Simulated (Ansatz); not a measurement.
GeH₆O₃Si, SMILES `O[SiH](O)[O][GeH3]` at its PBE0-D4/def2-TZVP geometry, where that method's forces vanish. The species carries charge 0 and has multiplicity 1.

```xyz
11

O     0.3089   -1.9990    0.2337
Si   -0.2015   -0.6283    0.9611
O     0.6073   -0.4618    2.3744
O     0.0720    0.7128    0.0820
Ge   -0.2364    1.1488   -1.6157
H     1.2398   -2.2159    0.3079
H    -1.6525   -0.8140    1.1558
H     0.7966    0.4348    2.6543
H    -1.6091    0.5947   -2.0285
H    -0.2116    2.6813   -1.6521
H     0.8865    0.5467   -2.4730
```

Question: What forces (eV/Å) does PBE-D4/def2-TZVPP give on these atoms in Ansatz? (Best estimate.)

Answer: The calculation gave: 
```
O1  -0.292 -0.376 -0.254
Si2 -0.309 -0.046  0.033
O3   0.167 -0.349  0.348
O4   0.180  0.384  0.198
Ge5 -0.075  0.077 -0.353
H6   0.432 -0.109  0.023
H7  -0.172 -0.040  0.014
H8   0.093  0.416  0.146
H9  -0.154 -0.059 -0.054
H10  0.005  0.167  0.000
H11  0.125 -0.066 -0.099
```
